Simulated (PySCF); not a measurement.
Zr(Me)(H)3 (CH₆Zr), SMILES [CH3][ZrH3], multiplicity 1. Atoms are numbered in the order given.

```xyz
8

Zr     0.0000     0.0000     0.3674
C      0.0000     0.0000    -1.8182
H     -0.8903     0.5140    -2.2017
H      0.0000    -1.0280    -2.2017
H      0.8903     0.5140    -2.2017
H     -1.5311     0.8840     0.9399
H      0.0000    -1.7679     0.9399
H      1.5311     0.8840     0.9399
```
Charge 0, spin multiplicity 1.

Coordinates come from a B3LYP-D3(BJ)/def2-TZVP optimisation. The multiplicity is an assumed one; no other spin state was optimised. The structure was generated by enumeration; whether it is a known compound was not checked. The def2 effective core potentials stand for the cores of Zr; spin–orbit coupling is left out.

Method: HF/def2-TZVPD run with PySCF.

Symmetry labels are those of the subgroup Cs that the program uses (full group C3v).

Computed valence orbital energies around the gap with their symmetry:
```tsv
orbital	symmetry	energy (eV)
HOMO−7	A"	-42.43
HOMO−6	A'	-25.09
HOMO−5	A"	-15.12
HOMO−4	A'	-15.12
HOMO−3	A'	-12.13
HOMO−2	A'	-11.47
HOMO−1	A"	-11.47
HOMO	A'	-11.20
LUMO	A'	1.13
LUMO+1	A'	1.15
LUMO+2	A"	1.15
LUMO+3	A'	1.98
```
